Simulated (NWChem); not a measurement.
System: C2H4ClNOSi; SMILES C[Si@@H](Cl)OC#N

NWChem input:

```
start job
memory heap 200 mb stack 900 mb global 1100 mb
geometry units angstroms noautoz
  C     -1.965117     0.269571     0.364704
  Si    -0.289684     0.412314    -0.428068
  Cl     0.688295     2.134121     0.122592
  O      0.736279    -0.835557     0.162034
  C      0.417048    -2.084555     0.056115
  N      0.150037    -3.217097    -0.023840
  H     -2.400929    -0.715171     0.157945
  H     -2.643172     1.034027    -0.030949
  H     -1.899130     0.396192     1.450337
  H     -0.290811     0.316153    -1.901092
end
basis spherical
  * library def2-tzvp
end
dft
  xc xpbe96 cpbe96
  iterations 150
  semidirect filesize 400000000
  mulliken
end
task dft energy
```

Parts of the log:

```
             Northwest Computational Chemistry Package (NWChem) 7.3.0
             --------------------------------------------------------

 C1  symmetry detected

                             Geometry "geometry" -> ""
                             -------------------------

 Output coordinates in angstroms (scale by  1.889725989 to convert to a.u.)

  No.       Tag          Charge          X              Y              Z
 ---- ---------------- ---------- -------------- -------------- --------------
    1 C                    6.0000    -1.95324829     0.13826602     0.30741243
    2 Si                  14.0000    -0.25996650     0.34922103    -0.43030942
    3 Cl                  17.0000     0.62221387     2.11661644     0.13745813
    4 O                    8.0000     0.79944312    -0.84765832     0.20461857
    5 C                    6.0000     0.53921828    -2.11030480     0.09911900
    6 N                    7.0000     0.32513535    -3.25411093     0.02028311
    7 H                    1.0000    -2.33810416    -0.86628944     0.09492129
    8 H                    1.0000    -2.65056656     0.86904108    -0.11733208
    9 H                    1.0000    -1.92949972     0.27563108     1.39348472
   10 H                    1.0000    -0.20724657     0.24231919    -1.90164912

 Effective nuclear repulsion energy (a.u.)     334.6314172701

  pbe96 is a nonlocal functional; adding pw91lda local functional.

                                 NWChem DFT Module
                                 -----------------

 Summary of "ao basis" -> "ao basis" (spherical)
 ------------------------------------------------------------------------------
       Tag                 Description            Shells   Functions and Types
 ---------------- ------------------------------  ------  ---------------------
 C                         def2-tzvp                11       31   5s3p2d1f
 Si                        def2-tzvp                13       37   5s5p2d1f
 Cl                        def2-tzvp                13       37   5s5p2d1f
 O                         def2-tzvp                11       31   5s3p2d1f
 N                         def2-tzvp                11       31   5s3p2d1f
 H                         def2-tzvp                 4        6   3s1p

            General Information
            -------------------
          SCF calculation type: DFT
          Wavefunction type:  closed shell.
          No. of atoms     :    10
          No. of electrons :    62
           Alpha electrons :    31
            Beta electrons :    31
          Charge           :     0
          Spin multiplicity:     1
          Use of symmetry is: off; symmetry adaption is: off
          Maximum number of iterations: 150
          AO basis - number of functions:   222
                     number of shells:    86
          Convergence on energy requested:  1.00D-06
          Convergence on density requested:  1.00D-05
          Convergence on gradient requested:  5.00D-04

              XC Information
              --------------
          PerdewBurkeErnzerhof Exchange Functional  1.000
            Perdew 1991 LDA Correlation Functional  1.000 local
           PerdewBurkeErnz. Correlation Functional  1.000 non-local

             Grid Information
             ----------------
          Grid used for XC integration:  medium
          Radial quadrature: Mura-Knowles
          Angular quadrature: Lebedev.
          Tag              B.-S. Rad. Rad. Pts. Rad. Cut. Ang. Pts.
          ---              ---------- --------- --------- ---------
          C                   0.70       49          12.0       434
          Si                  1.10       88          10.0       590
          Cl                  1.00       88          13.0       590
          O                   0.60       49          11.0       434
          N                   0.65       49          13.0       434
          H                   0.35       45          12.0       434
          Grid pruning is: on
          Number of quadrature shells:   552
          Spatial weights used:  Erf1

      Superposition of Atomic Density Guess
      -------------------------------------

 Sum of atomic energies:        -954.75085137

      Non-variational initial energy
      ------------------------------

 Total energy =    -957.220028
 1-e energy   =   -1981.238126
 2-e energy   =     689.386680
 HOMO         =      -0.369497
 LUMO         =       0.037723

------------------------------------------------------------
EAF file 0: "./job.aoints.0" size=894435328 bytes
------------------------------------------------------------
               write      read    awrite     aread      wait
               -----      ----    ------     -----      ----
     calls:     1706         0         0         0         0
   data(b): 8.94e+08  0.00e+00  0.00e+00  0.00e+00
   time(s): 0.00e+00  0.00e+00  0.00e+00  0.00e+00  0.00e+00
rate(mb/s): 0.00e+00  0.00e+00
------------------------------------------------------------

     ---------------------------------------------
      Total Density - Mulliken Population Analysis
     ---------------------------------------------

    Atom       Charge   Shell Charges
 -----------   ------   -------------------------------------------------------
    1 C    6     6.75   0.86  1.12  0.56  0.69  0.12  1.30  1.56  0.53  0.01  0.01  0.00
    2 Si  14    12.95   2.00  0.59  1.39  0.80  0.38  4.10  1.73  0.46  0.90  0.20  0.15  0.19  0.06
    3 Cl  17    17.38   2.01  0.45  1.52  1.11  0.84  4.19  1.69  1.11  2.96  1.50  0.00  0.02  0.00
    4 O    8     8.48   0.79  1.18  0.58  0.95  0.24  1.90  2.11  0.71  0.00  0.02  0.00
    5 C    6     5.14   0.86  1.12  0.57  0.34  0.04  0.94  0.90  0.22  0.04  0.08  0.03
    6 N    7     7.85   0.82  1.15  0.63  0.93  0.27  1.54  1.69  0.77  0.01  0.03  0.00
    7 H    1     0.81   0.23  0.43  0.12  0.02
    8 H    1     0.80   0.23  0.43  0.12  0.02
    9 H    1     0.81   0.23  0.43  0.12  0.02
   10 H    1     1.05   0.23  0.54  0.27  0.01

   convergence    iter        energy       DeltaE   RMS-Dens  Diis-err
 ---------------- ----- ----------------- --------- --------- ---------
 d= 0,ls=0.0,diis     1   -957.7182742816 -1.29D+03  8.06D-03  2.37D+00
 d= 0,ls=0.0,diis     2   -956.8849868983  8.33D-01  6.94D-03  8.39D+00
 d= 0,ls=0.0,diis     3   -957.7342646067 -8.49D-01  2.46D-03  1.48D+00
 d= 0,ls=0.0,diis     4   -957.8605501874 -1.26D-01  1.04D-03  3.10D-01
 d= 0,ls=0.0,diis     5   -957.8872284453 -2.67D-02  3.54D-04  2.07D-02
  Resetting Diis
 d= 0,ls=0.0,diis     6   -957.8886767444 -1.45D-03  1.53D-04  2.99D-03
 d= 0,ls=0.0,diis     7   -957.8890226291 -3.46D-04  7.55D-05  1.37D-04
 d= 0,ls=0.0,diis     8   -957.8889981571  2.45D-05  4.60D-05  3.35D-04
 d= 0,ls=0.0,diis     9   -957.8890374894 -3.93D-05  8.44D-06  1.13D-05
 d= 0,ls=0.0,diis    10   -957.8890382597 -7.70D-07  3.53D-06  3.25D-06

         Total DFT energy =     -957.889038259686
      One electron energy =    -1984.527458258623
           Coulomb energy =      768.451979898224
    Exchange-Corr. energy =      -76.444977169342
 Nuclear repulsion energy =      334.631417270055

 Numeric. integr. density =       62.000014890938

                       DFT Final Molecular Orbital Analysis
                       ------------------------------------

 Vector   29  Occ=2.000000D+00  E=-3.026482D-01
              MO Center=  6.3D-02,  1.3D+00, -1.0D-01, r^2= 3.8D+00
   Bfn.  Coefficient  Atom+Function         Bfn.  Coefficient  Atom+Function
  ----- ------------  ---------------      ----- ------------  ---------------
    85      0.368764   3 Cl pz               83     -0.250048   3 Cl px
    88      0.235342   3 Cl pz               82      0.174082   3 Cl pz
    86     -0.160083   3 Cl px                6     -0.146370   1 C  px
    76     -0.143087   3 Cl pz              218      0.133712  10 H  s
     9     -0.120852   1 C  px               80     -0.118417   3 Cl px

 Vector   30  Occ=2.000000D+00  E=-2.829662D-01
              MO Center=  4.5D-01, -2.4D+00,  7.6D-02, r^2= 2.0D+00
   Bfn.  Coefficient  Atom+Function         Bfn.  Coefficient  Atom+Function
  ----- ------------  ---------------      ----- ------------  ---------------
   173      0.269612   6 N  px              176      0.215694   6 N  px
   142      0.207800   5 C  px              111     -0.191332   4 O  px
   145      0.170440   5 C  px              175      0.165368   6 N  pz
   114     -0.163083   4 O  px              178      0.131940   6 N  pz
   179      0.128734   6 N  px              144      0.126418   5 C  pz

 Vector   31  Occ=2.000000D+00  E=-2.706103D-01
              MO Center=  3.9D-01, -2.2D+00,  3.1D-02, r^2= 2.5D+00
   Bfn.  Coefficient  Atom+Function         Bfn.  Coefficient  Atom+Function
  ----- ------------  ---------------      ----- ------------  ---------------
   175      0.274939   6 N  pz              113     -0.228264   4 O  pz
   178      0.220864   6 N  pz              116     -0.194557   4 O  pz
   144      0.180139   5 C  pz              173     -0.160577   6 N  px
   147      0.148627   5 C  pz              119     -0.143759   4 O  pz
   181      0.138345   6 N  pz              111      0.135298   4 O  px

 Vector   32  Occ=0.000000D+00  E=-4.332093D-02
              MO Center= -1.9D-01,  2.1D-02, -5.0D-01, r^2= 4.6D+00
   Bfn.  Coefficient  Atom+Function         Bfn.  Coefficient  Atom+Function
  ----- ------------  ---------------      ----- ------------  ---------------
   172      0.820562   6 N  s                50      0.760724   2 Si py
   141     -0.550505   5 C  s               149      0.514838   5 C  py
    49     -0.502748   2 Si px               47      0.344534   2 Si py
   110      0.318940   4 O  s               140     -0.269085   5 C  s
    51     -0.235595   2 Si pz              180      0.232404   6 N  py

 Vector   33  Occ=0.000000D+00  E=-3.177662D-02
              MO Center=  9.4D-02,  3.3D-01, -2.5D-01, r^2= 5.1D+00
   Bfn.  Coefficient  Atom+Function         Bfn.  Coefficient  Atom+Function
  ----- ------------  ---------------      ----- ------------  ---------------
    49      0.490216   2 Si px               73     -0.478259   3 Cl s
    36      0.459180   2 Si s                35      0.451175   2 Si s
    87      0.399714   3 Cl py               50      0.382819   2 Si py
    47      0.323922   2 Si py               46      0.274071   2 Si px
   201      0.229776   7 H  s               141      0.223328   5 C  s

 Vector   34  Occ=0.000000D+00  E=-8.926524D-03
              MO Center= -1.2D+00, -1.1D-02,  1.8D-02, r^2= 6.7D+00
   Bfn.  Coefficient  Atom+Function         Bfn.  Coefficient  Atom+Function
  ----- ------------  ---------------      ----- ------------  ---------------
     5      3.382623   1 C  s                36     -1.656239   2 Si s
   213     -1.072025   9 H  s               207     -0.942510   8 H  s
   201     -0.928224   7 H  s                49      0.855109   2 Si px
   141     -0.732852   5 C  s               172      0.441961   6 N  s
    51     -0.415688   2 Si pz              110      0.359732   4 O  s

------------------------------------------------------------
EAF file 0: "./job.aoints.0" size=1449656320 bytes
------------------------------------------------------------
               write      read    awrite     aread      wait
               -----      ----    ------     -----      ----
     calls:     2765         9         0     24876     24876
   data(b): 1.45e+09  4.72e+06  0.00e+00  1.30e+10
   time(s): 0.00e+00  0.00e+00  0.00e+00  0.00e+00  0.00e+00
rate(mb/s): 0.00e+00  0.00e+00
------------------------------------------------------------

     ---------------------------------------------
      Total Density - Mulliken Population Analysis
     ---------------------------------------------

    Atom       Charge   Shell Charges
 -----------   ------   -------------------------------------------------------
    1 C    6     6.46   0.85  1.12  0.51  0.67  0.08  1.35  1.36  0.50  0.01  0.01  0.00
    2 Si  14    13.54   2.01  0.57  1.39  0.92  0.31  4.13  1.67  0.61  1.16  0.18  0.22  0.29  0.08
    3 Cl  17    17.18   2.01  0.43  1.52  1.15  0.80  4.19  1.66  1.13  2.83  1.41  0.01  0.03  0.00
    4 O    8     8.21   0.79  1.18  0.58  0.94  0.25  1.91  1.90  0.62  0.00  0.02  0.00
    5 C    6     6.01   0.86  1.11  0.57  0.46  0.03  1.33  1.15  0.34  0.04  0.10  0.02
    6 N    7     7.07   0.82  1.15  0.63  0.81  0.22  1.44  1.30  0.65  0.01  0.03  0.00
    7 H    1     0.84   0.27  0.45  0.09  0.02
    8 H    1     0.85   0.27  0.46  0.10  0.02
    9 H    1     0.84   0.27  0.46  0.10  0.02
   10 H    1     1.00   0.25  0.52  0.22  0.01

     -------------------------------------------
      Total Density - Lowdin Population Analysis
     -------------------------------------------

    Atom       Charge   Shell Charges
 -----------   ------   -------------------------------------------------------
    1 C    6     6.44   0.91  1.04  0.38  0.38  0.19  1.16  1.49  0.75  0.01  0.13  0.01
    2 Si  14    14.08   2.00  0.83  1.09  0.50  0.29  3.84  1.87  0.68  1.05  0.52  0.24  0.86  0.29
    3 Cl  17    16.73   1.98  0.84  1.14  0.90  0.75  3.93  1.90  1.26  2.46  1.52  0.01  0.04  0.00
    4 O    8     7.77   0.87  1.09  0.51  0.53  0.27  1.75  1.82  0.85  0.00  0.08  0.00
    5 C    6     6.41   0.91  1.03  0.38  0.31  0.16  1.14  1.20  0.55  0.05  0.59  0.09
    6 N    7     6.99   0.89  1.06  0.49  0.54  0.33  1.28  1.48  0.79  0.01  0.10  0.02
    7 H    1     0.85   0.25  0.38  0.16  0.07
    8 H    1     0.86   0.25  0.38  0.16  0.07
    9 H    1     0.86   0.25  0.38  0.16  0.07
   10 H    1     1.02   0.25  0.47  0.28  0.02

     Multipole analysis of the density
     ---------------------------------

     L   x y z        total         alpha         beta         nuclear
     -   - - -        -----         -----         ----         -------
     0   0 0 0     -0.000000    -31.000000    -31.000000     62.000000

     1   1 0 0     -0.792350     -0.396175     -0.396175     -0.000000
     1   0 1 0      1.397235      0.698617      0.698617     -0.000000
     1   0 0 1     -0.119290     -0.059645     -0.059645      0.000000

     2   2 0 0    -34.293748   -114.055452   -114.055452    193.817155
     2   1 1 0      0.160184      1.896957      1.896957     -3.633731
     2   1 0 1     -0.117227      1.928106      1.928106     -3.973440
     2   0 2 0    -49.013415   -357.002700   -357.002700    664.991985
     2   0 1 1     -0.125890      0.416025      0.416025     -0.957939
     2   0 0 2    -35.673645    -34.724698    -34.724698     33.775751
```

Level: PBE/def2-TZVP. The geometry was optimised at B3LYP/6-31G* (spherical d).
